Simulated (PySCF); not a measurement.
**[TlCl2]−: from a saddle point downhill**

PySCF 2.14.0, RKS BP86, Tl def2-SVP with ECP60, Cl def2-SVP; non-relativistic Hamiltonian with scalar-relativistic core potentials where named; density fitting; no spin-orbit coupling. Relaxed within the symmetry of its start, the geometry (D∞h) is

```xyz
3

Tl    0.0000    0.0000    0.0000
Cl    0.0000    0.0000    2.8332
Cl    0.0000    0.0000   -2.8332
```

and its lowest harmonic modes are -63, -63, 161, 188 cm⁻¹ (negative: unstable). It was moved along the lowest mode and relaxed again, within the group C2v that the move left.

Q: Where does it end, and how much lower?

A: In C2v, 0.519 eV lower, after 9 steps:
```xyz
3

Tl   -0.8502    0.4425    0.0000
Cl    0.6091   -0.3170    2.1207
Cl    0.6091   -0.3170   -2.1207
```

Q: How do the contacts change?

A: 
```
     contact  saddle (Å)  end (Å)
Tl1–Cl2 (Cl)       2.833    2.684
Tl1–Cl3 (Cl)       2.833    2.684
```


Q: Is the end a minimum?

A: Yes; lowest modes 67, 211, 226 cm⁻¹.

State: singlet.
